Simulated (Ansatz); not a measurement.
Relaxation of a periodic cell of 17 atoms, Si$_{16}$O (host Si, host structure diamond, interstitial O), to a largest force component of 0.08 eV/Å in at most 25 steps.

These are results of DFT PBE, scalar-relativistic, plane waves, PAW (Ansatz 0.2.0), not measurements. Settings: PAW set soft_1, cutoff 420 eV, k mesh 2x2x2, fermi-dirac smearing 0.02 eV, spin collinear.

```xyz
17
Lattice="0.0000 5.4300 5.4300 5.4300 0.0000 5.4300 5.4300 5.4300 0.0000" Properties=species:S:1:pos:R:3
Si 0.000 0.000 0.000
Si 1.357 1.357 1.357
Si 2.715 2.715 0.000
Si 4.072 4.072 1.357
Si 2.715 0.000 2.715
Si 4.072 1.357 4.072
Si 5.430 2.715 2.715
Si 6.787 4.072 4.072
Si 0.000 2.715 2.715
Si 1.357 4.072 4.072
Si 2.715 5.430 2.715
Si 4.072 6.787 4.072
Si 2.715 2.715 5.430
Si 4.072 4.072 6.787
Si 5.430 5.430 5.430
Si 6.787 6.787 6.787
O 6.799 9.555 6.768
```

Where does it end, and by what steps?

The forces met the threshold. Limits of this set-up: coarse k mesh. After 16 steps the energy has fallen by 3.483 eV; O17 moved furthest, 1.32 Å. Parted: Si2–Si5 (2.35 → 2.95 Å). Joined: Si2–O17 (2.66 → 1.66 Å), Si5–O17 (2.33 → 1.67 Å).

| step | energy less start (eV) | largest force component (eV/Å) | accepted |
| --- | --- | --- | --- |
| 0 | 0.0000 | 0.403 | yes |
| 1 | -0.0763 | 0.311 | yes |
| 2 | -0.3110 | 1.344 | yes |
| 3 | -0.7693 | 0.942 | yes |
| 4 | -1.0763 | 0.450 | yes |
| 5 | -1.1939 | 0.276 | yes |
| 6 | -1.2767 | 0.147 | yes |
| 7 | -1.3366 | 0.437 | yes |
| 8 | -1.4541 | 0.786 | yes |
| 9 | -1.6771 | 0.567 | yes |
| 10 | -1.7598 | 2.388 | yes |
| 11 | -2.1167 | 1.112 | yes |
| 12 | -2.6102 | 2.003 | yes |
| 13 | -2.9680 | 2.262 | yes |
| 14 | -3.3216 | 0.728 | yes |
| 15 | -3.4568 | 0.201 | yes |
| 16 | -3.4832 | 0.053 | yes |

```xyz
17
Lattice="0.0000 5.4300 5.4300 5.4300 0.0000 5.4300 5.4300 5.4300 0.0000" Properties=species:S:1:pos:R:3
Si -0.282 0.053 -0.257
Si 1.119 1.331 1.095
Si 2.708 2.649 0.051
Si 4.033 4.113 1.314
Si 2.850 -0.353 2.782
Si 3.847 1.456 3.840
Si 5.416 2.753 2.650
Si 6.776 3.973 4.153
Si 0.127 2.458 2.857
Si 1.303 4.059 4.113
Si 2.675 5.387 2.745
Si 4.049 6.648 4.170
Si 2.688 2.710 5.462
Si 4.259 3.788 6.887
Si 5.433 5.312 5.529
Si 6.777 6.754 6.804
O 7.320 10.762 6.874
```

Time of the run: 5.4 min on 1 thread of Arm Neoverse V2, on a shared host, peak memory 0.66 GiB.
